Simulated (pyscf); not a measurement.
## Hydrogen shift: •H₂C–SnH₃ (SMILES [CH2][SnH3]) -> H₃C–SnH₂• (SMILES [CH3][SnH2])

Gas phase, doublet surface, charge 0. Bonds broken: Sn1–H5. Bonds formed: C4–H5. PySCF, gas phase, ωB97X-D3(BJ)/def2-SVP geometries. MP2 and CC: frozen core, UHF for open shells. ΔMP2 is the change of the MP2 total energy from the triple- to the quadruple-zeta basis.

Transition state (Å):

```xyz
7

Sn    -0.5117    -0.5218     0.6382
H     -0.1303     0.4931     1.9512
H      0.5030    -1.8756     0.4460
C     -0.9001     0.5181    -1.1618
H     -2.0656    -0.3720    -0.2512
H     -1.3366     1.5232    -1.1460
H     -0.9261    -0.0109    -2.1212
```

One imaginary mode, 1813i cm⁻¹; descent along it reached the two sides named.

| bond | change | reactant side (Å) | saddle | product side |
|---|---|---|---|---|
| Sn1–H5 | breaks | 1.712 | 1.797 | 2.7 |
| C4–H5 | forms | 3.2 | 1.726 | 1.099 |

Electronic energies relative to the reactant's lowest minimum found (eV):

```tsv
level	barrier	reaction energy	reverse barrier
ωB97X-D3(BJ)/def2-TZVP	1.61	-1.21	2.82
PBE/def2-TZVP	1.21	-1.36	2.57
r²SCAN/def2-TZVP	1.39	-1.22	2.61
B3LYP-D3(BJ)/def2-TZVP	1.45	-1.28	2.73
PBE0-D3(BJ)/def2-TZVP	1.42	-1.30	2.72
M06-2X/def2-TZVP	1.47	-1.48	2.96
ωB97M-D3(BJ)/def2-TZVP	1.53	-1.33	2.85
HF/def2-TZVP	2.10	-0.94	3.04
MP2/def2-QZVPP	1.60	-1.38	2.98
CCSD/def2-TZVPP	1.63	-1.20	2.83
CCSD(T)/def2-TZVPP	1.53	-1.24	2.77
CCSD(T)/def2-TZVPP + ΔMP2(QZVPP)	1.49	-1.25	2.74
```

With CCSD(T)/def2-TZVPP + ΔMP2(QZVPP) energies and thermal terms (ideal gas, 1 atm, RRHO with modes under 100 cm⁻¹ raised to 100, one conformer, R ln 2 for rigid chiral ones), in eV:

```csv
T (K),ΔH‡,ΔG‡,ΔH,ΔG
298,1.43,1.47,-1.10,-1.09
600,1.42,1.51,-1.13,-1.06
900,1.40,1.56,-1.15,-1.02
1200,1.37,1.62,-1.16,-0.98
```

One saddle was located; it need not be the lowest between these sides. The CCSD(T) − MP2 part came from Ansatz, without density fitting, on the same reference. A UHF reference is spin-contaminated (<S²> up to 0.88), which harms MP2 most. The frozen core leaves the outer d or s,p core shells of the metals and heavy elements correlated in the MP2 and CC values, and def2-TZVPP describes them poorly, which can shift differences by a few kcal/mol. Elements past Kr carry the def2 core potentials, without spin-orbit coupling.
